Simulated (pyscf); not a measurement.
PySCF, gas phase, ωB97X-D3(BJ)/def2-SVP geometries. Singlets are restricted, triplets unrestricted.

Singlet (Å):
```xyz
10

F     -1.0563    -1.5237     2.1951
C     -1.3851    -0.4944     1.4608
Si    -1.3848    -0.9370    -0.4288
F     -2.9460    -0.7983    -0.8490
O     -0.4941     0.2646    -1.0906
Si    -0.2879     1.9193    -0.9046
H     -0.8929    -2.2553    -0.8894
H      0.2314     2.4532    -2.1905
H      0.6962     2.1730     0.1819
H     -1.5910     2.5565    -0.5740
```

Triplet (Å):
```xyz
10

F     -2.4669    -0.8022    -0.5299
C     -1.8917     0.2294     0.0295
Si    -0.1076     0.7272     0.0472
F     -0.1305     2.2389     0.6224
O      0.5108     0.6964    -1.4686
Si     0.0715     1.0540    -3.0429
H      0.7438    -0.0927     0.9304
H     -1.3349     0.6164    -3.2704
H      0.1856     2.5189    -3.2760
H      0.9878     0.3177    -3.9509
```

Task: For these two minima of F–C:–SiH(F)–O–SiH₃, which spin state lies lower at ωB97X-D3(BJ)/def2-TZVP, and by how much (electronic energies)?

Result: The triplet, by 6.4 kcal/mol. Zero-point energy shifts E(triplet) − E(singlet) by +0.2 kcal/mol. The 7 functionals that were run give -16.1 (r²SCAN) to -4.4 kcal/mol (ωB97M-D3(BJ)). Other isomers of F–C:–SiH(F)–O–SiH₃ [triplet] were not searched in full and may lie lower. 

E(triplet) − E(singlet) by level (kcal/mol):

```csv
level,gap
ωB97X-D3(BJ)/def2-TZVP,-6.4
PBE/def2-TZVP,-9.4
r²SCAN/def2-TZVP,-16.1
B3LYP-D3(BJ)/def2-TZVP,-8.2
PBE0-D3(BJ)/def2-TZVP,-12.6
M06-2X/def2-TZVP,-9.1
ωB97M-D3(BJ)/def2-TZVP,-4.4
HF/def2-TZVP,-26.1
```

The triplet is the lowest one reached from the SCF start used. A restricted singlet here is unstable towards spin polarisation, as is usual where a triplet lies low; its energy is less safe.
